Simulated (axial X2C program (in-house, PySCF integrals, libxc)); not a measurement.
**CsBr⁺ with a deliberately poor setting**

Computed with an in-house relativistic program for diatomic molecules.

Input:
```json
{"zs": [55, 35], "q": 1, "bas": ["dyall-v2z", "dyall-v2z"], "levels": ["PBE0", "HF", "B97-3", "PBE"], "cc": false, "r0": 3.46, "npts": 10, "nst": 2, "ntry": 6, "opt": {"nrad": 45, "nth": 6}}
```
```bash
python so2c.py task.json out
```

Keys: zs atomic numbers; q charge; bas basis sets; levels methods; cc coupled cluster on or off; r0 starting distance in Å; npts points on the curve; nst determinants followed; ntry starts of the search; nrad radial grid points; nth angular grid points. HF also brings MP2.

Task: One numerical setting was spoiled on purpose. Which, and what came out?

Result: Integration grid too coarse. The grid acts on the functional rows and the state search only. States: spin-free M_S = 1/2, Λ = 1; 2c Ω = 3/2. The apparent results, which are not to be taken for properties of CsBr⁺:

```
Hamiltonian  level  points converged  Re (Å)  ωe (cm⁻¹)  De (eV)  curve-fit residual (μEh)
  spin-free   PBE0          10 of 10   3.573         66     0.10                       1.1
  spin-free     HF          10 of 10   4.001         42     0.06                     0.023
  spin-free    MP2          10 of 10   3.842         53     0.18                     0.011
  spin-free  B97-3          10 of 10   3.692         57     0.09                       7.9
  spin-free    PBE          10 of 10   3.518         70     0.11                      0.84
         2c   PBE0          10 of 10   3.571         66     0.12                       1.1
         2c     HF          10 of 10   4.001         42     0.05                     0.023
         2c    MP2          10 of 10   3.842         53     0.18                     0.011
         2c  B97-3          10 of 10   3.690         57     0.10                       7.8
         2c    PBE          10 of 10   3.515         71     0.13                      0.82
```
